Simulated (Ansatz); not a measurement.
Born–Oppenheimer molecular dynamics of a periodic cell of 20 atoms, Cl (contents 10 Cl2, density as packed 1.74 g/cm³ with natural masses). It starts from a partly relaxed structure (largest force component 0.30 eV/Å).

These are results of DFT PBE, scalar-relativistic, plane waves, PAW (Ansatz 0.2.0), not measurements. Settings: accuracy low, cutoff 420 eV, k mesh 1x1x1, fermi-dirac smearing 0.02 eV, no spin polarisation.

```json
{"ensemble": "NVT, Langevin thermostat", "time step": "2 fs", "steps asked": "180", "set temperature": "1000 K", "friction": "0.02 /fs", "seed": "805155"}
```

Frames 10 fs apart, positions in Å.

Velocities at 0.0 fs (Å/ps):

```
Cl 1.29 3.26 -5.07
Cl 4.30 -4.24 -5.21
Cl 1.66 -1.46 -0.82
Cl -4.59 -0.62 3.22
Cl 1.36 -2.08 7.46
Cl -7.31 -6.19 9.71
Cl 6.47 5.15 3.94
Cl -5.26 -1.83 3.38
Cl -1.94 5.03 8.38
Cl -2.10 -3.65 2.48
Cl -0.50 -0.94 -7.44
Cl 9.25 1.48 -9.47
Cl 7.38 -1.54 -4.05
Cl 3.01 -2.01 1.47
Cl 2.25 6.00 3.67
Cl -0.85 -4.24 -2.93
Cl -4.21 -4.99 2.21
Cl -4.16 3.33 -4.07
Cl -7.30 9.45 0.84
Cl 1.26 0.11 -7.71
```

```xyz
20
Lattice="8.7721 0.0000 0.0000 0.0000 8.7721 0.0000 0.0000 0.0000 8.7721" Properties=species:S:1:pos:R:3 time_fs=0.0 energy_less_start_eV=0.000 T=950
Cl 0.914 2.034 -0.817
Cl -0.444 3.258 0.022
Cl 5.622 0.210 7.638
Cl 5.014 2.105 7.223
Cl 2.713 4.817 4.056
Cl 1.505 3.222 3.654
Cl 6.573 5.718 6.124
Cl 8.583 5.724 5.860
Cl 3.143 4.750 9.096
Cl 3.164 4.759 7.049
Cl 8.477 1.240 2.896
Cl 8.335 -0.138 4.356
Cl 3.082 8.051 4.961
Cl 3.151 8.228 2.914
Cl 6.436 5.987 2.553
Cl 6.653 5.990 0.526
Cl 5.178 2.303 1.933
Cl 5.263 2.250 3.962
Cl 0.909 7.456 0.119
Cl 2.801 8.107 -0.275
20
Lattice="8.7721 0.0000 0.0000 0.0000 8.7721 0.0000 0.0000 0.0000 8.7721" Properties=species:S:1:pos:R:3 time_fs=10.0 energy_less_start_eV=0.130 T=645
Cl 0.964 2.033 -0.840
Cl -0.402 3.235 -0.034
Cl 5.651 0.203 7.636
Cl 4.993 2.091 7.239
Cl 2.694 4.797 4.113
Cl 1.437 3.180 3.721
Cl 6.608 5.755 6.190
Cl 8.532 5.687 5.866
Cl 3.103 4.772 9.171
Cl 3.148 4.739 7.071
Cl 8.472 1.205 2.808
Cl 8.423 -0.135 4.294
Cl 3.140 8.035 4.924
Cl 3.163 8.214 2.908
Cl 6.493 6.035 2.558
Cl 6.660 5.954 0.503
Cl 5.123 2.268 1.968
Cl 5.218 2.277 3.946
Cl 0.842 7.541 0.116
Cl 2.787 8.116 -0.302
20
Lattice="8.7721 0.0000 0.0000 0.0000 8.7721 0.0000 0.0000 0.0000 8.7721" Properties=species:S:1:pos:R:3 time_fs=20.0 energy_less_start_eV=0.214 T=805
Cl 1.017 1.994 -0.853
Cl -0.386 3.226 -0.075
Cl 5.675 0.196 7.652
Cl 4.976 2.096 7.256
Cl 2.627 4.836 4.169
Cl 1.370 3.178 3.733
Cl 6.587 5.761 6.205
Cl 8.541 5.628 5.807
Cl 3.065 4.788 9.213
Cl 3.111 4.714 7.112
Cl 8.489 1.177 2.724
Cl 8.500 -0.109 4.236
Cl 3.175 8.019 4.916
Cl 3.130 8.233 2.898
Cl 6.561 6.065 2.502
Cl 6.663 5.930 0.505
Cl 5.060 2.264 1.965
Cl 5.173 2.337 3.962
Cl 0.781 7.632 0.101
Cl 2.796 8.088 -0.308
20
Lattice="8.7721 0.0000 0.0000 0.0000 8.7721 0.0000 0.0000 0.0000 8.7721" Properties=species:S:1:pos:R:3 time_fs=30.0 energy_less_start_eV=0.559 T=923
Cl 1.068 1.929 -0.882
Cl -0.373 3.221 -0.081
Cl 5.689 0.191 7.650
Cl 4.982 2.081 7.267
Cl 2.524 4.918 4.220
Cl 1.333 3.189 3.702
Cl 6.525 5.774 6.220
Cl 8.545 5.595 5.775
Cl 3.013 4.854 9.223
Cl 3.068 4.684 7.196
Cl 8.511 1.171 2.642
Cl 8.568 -0.077 4.173
Cl 3.176 8.035 4.904
Cl 3.093 8.251 2.859
Cl 6.625 6.071 2.427
Cl 6.644 5.903 0.537
Cl 4.984 2.250 1.919
Cl 5.128 2.426 4.010
Cl 0.795 7.704 0.077
Cl 2.782 8.099 -0.273
20
Lattice="8.7721 0.0000 0.0000 0.0000 8.7721 0.0000 0.0000 0.0000 8.7721" Properties=species:S:1:pos:R:3 time_fs=40.0 energy_less_start_eV=0.918 T=956
Cl 1.052 1.890 -0.917
Cl -0.314 3.191 -0.087
Cl 5.703 0.216 7.650
Cl 4.967 2.042 7.255
Cl 2.372 5.001 4.261
Cl 1.340 3.209 3.660
Cl 6.492 5.798 6.220
Cl 8.531 5.531 5.755
Cl 2.946 4.963 9.185
Cl 3.042 4.676 7.280
Cl 8.551 1.183 2.580
Cl 8.652 -0.076 4.126
Cl 3.166 8.043 4.866
Cl 3.044 8.250 2.808
Cl 6.665 6.088 2.400
Cl 6.594 5.851 0.525
Cl 4.916 2.229 1.883
Cl 5.115 2.516 4.045
Cl 0.837 7.758 0.036
Cl 2.738 8.139 -0.225
20
Lattice="8.7721 0.0000 0.0000 0.0000 8.7721 0.0000 0.0000 0.0000 8.7721" Properties=species:S:1:pos:R:3 time_fs=50.0 energy_less_start_eV=1.026 T=870
Cl 1.045 1.884 -0.901
Cl -0.250 3.120 -0.118
Cl 5.718 0.236 7.678
Cl 4.981 1.986 7.221
Cl 2.216 5.025 4.324
Cl 1.349 3.234 3.651
Cl 6.489 5.779 6.184
Cl 8.501 5.481 5.755
Cl 2.891 5.051 9.202
Cl 3.025 4.681 7.312
Cl 8.604 1.160 2.504
Cl 8.733 -0.043 4.076
Cl 3.168 8.063 4.833
Cl 3.034 8.268 2.806
Cl 6.701 6.151 2.421
Cl 6.558 5.806 0.457
Cl 4.888 2.208 1.853
Cl 5.121 2.570 4.045
Cl 0.849 7.765 -0.030
Cl 2.703 8.161 -0.225
20
Lattice="8.7721 0.0000 0.0000 0.0000 8.7721 0.0000 0.0000 0.0000 8.7721" Properties=species:S:1:pos:R:3 time_fs=60.0 energy_less_start_eV=1.043 T=1101
Cl 1.111 1.878 -0.838
Cl -0.255 3.065 -0.167
Cl 5.703 0.262 7.726
Cl 4.960 1.967 7.256
Cl 2.068 5.009 4.416
Cl 1.355 3.314 3.661
Cl 6.439 5.742 6.129
Cl 8.459 5.452 5.746
Cl 2.840 5.101 9.265
Cl 3.033 4.673 7.321
Cl 8.678 1.112 2.448
Cl 8.827 0.016 4.039
Cl 3.202 8.080 4.814
Cl 3.038 8.246 2.805
Cl 6.723 6.183 2.452
Cl 6.527 5.806 0.388
Cl 4.849 2.223 1.856
Cl 5.111 2.569 4.003
Cl 0.802 7.732 -0.070
Cl 2.720 8.156 -0.250
20
Lattice="8.7721 0.0000 0.0000 0.0000 8.7721 0.0000 0.0000 0.0000 8.7721" Properties=species:S:1:pos:R:3 time_fs=70.0 energy_less_start_eV=1.094 T=1122
Cl 1.196 1.864 -0.780
Cl -0.307 3.041 -0.199
Cl 5.738 0.270 7.777
Cl 4.903 2.005 7.345
Cl 1.927 4.983 4.516
Cl 1.305 3.420 3.687
Cl 6.385 5.704 6.047
Cl 8.411 5.446 5.723
Cl 2.812 5.147 9.345
Cl 3.035 4.674 7.334
Cl 8.718 1.115 2.374
Cl 8.900 0.080 4.024
Cl 3.208 8.107 4.815
Cl 3.053 8.232 2.793
Cl 6.763 6.173 2.421
Cl 6.501 5.830 0.337
Cl 4.834 2.256 1.883
Cl 5.063 2.522 3.930
Cl 0.756 7.698 -0.106
Cl 2.784 8.131 -0.264
20
Lattice="8.7721 0.0000 0.0000 0.0000 8.7721 0.0000 0.0000 0.0000 8.7721" Properties=species:S:1:pos:R:3 time_fs=80.0 energy_less_start_eV=1.245 T=1005
Cl 1.253 1.869 -0.689
Cl -0.334 3.020 -0.189
Cl 5.802 0.267 7.819
Cl 4.824 2.090 7.417
Cl 1.831 5.008 4.611
Cl 1.279 3.453 3.654
Cl 6.359 5.656 5.957
Cl 8.374 5.472 5.720
Cl 2.771 5.213 9.416
Cl 3.038 4.644 7.393
Cl 8.732 1.118 2.313
Cl 8.986 0.124 4.037
Cl 3.227 8.145 4.837
Cl 3.088 8.220 2.779
Cl 6.785 6.165 2.333
Cl 6.460 5.841 0.322
Cl 4.787 2.307 1.930
Cl 4.997 2.442 3.869
Cl 0.719 7.691 -0.147
Cl 2.797 8.106 -0.281
20
Lattice="8.7721 0.0000 0.0000 0.0000 8.7721 0.0000 0.0000 0.0000 8.7721" Properties=species:S:1:pos:R:3 time_fs=90.0 energy_less_start_eV=1.497 T=1046
Cl 1.306 1.879 -0.614
Cl -0.363 3.020 -0.188
Cl 5.844 0.301 7.848
Cl 4.739 2.154 7.465
Cl 1.760 5.132 4.668
Cl 1.288 3.443 3.603
Cl 6.316 5.589 5.921
Cl 8.323 5.521 5.724
Cl 2.712 5.259 9.433
Cl 3.043 4.599 7.482
Cl 8.710 1.139 2.263
Cl 9.055 0.138 4.063
Cl 3.285 8.142 4.871
Cl 3.126 8.207 2.797
Cl 6.782 6.144 2.254
Cl 6.436 5.836 0.331
Cl 4.762 2.406 1.942
Cl 4.917 2.328 3.871
Cl 0.673 7.690 -0.166
Cl 2.756 8.100 -0.295
20
Lattice="8.7721 0.0000 0.0000 0.0000 8.7721 0.0000 0.0000 0.0000 8.7721" Properties=species:S:1:pos:R:3 time_fs=100.0 energy_less_start_eV=1.770 T=917
Cl 1.320 1.931 -0.579
Cl -0.402 3.038 -0.156
Cl 5.833 0.347 7.914
Cl 4.655 2.166 7.517
Cl 1.741 5.226 4.702
Cl 1.263 3.457 3.514
Cl 6.253 5.543 5.900
Cl 8.322 5.564 5.762
Cl 2.696 5.282 9.406
Cl 3.039 4.576 7.583
Cl 8.716 1.144 2.253
Cl 9.131 0.112 4.049
Cl 3.332 8.107 4.877
Cl 3.182 8.169 2.832
Cl 6.767 6.158 2.190
Cl 6.448 5.832 0.326
Cl 4.730 2.472 1.915
Cl 4.886 2.228 3.951
Cl 0.608 7.660 -0.187
Cl 2.714 8.124 -0.346
```

Of the whole run (360 fs, mean temperature of the second half 950 K): A run of 0.36 ps of so small a system gives no equilibrium averages. Limits of this set-up: coarse k mesh, low accuracy level.

Run time: 11 min on 1 thread of Arm Neoverse V1, with other jobs on the host, peak memory 0.57 GiB.
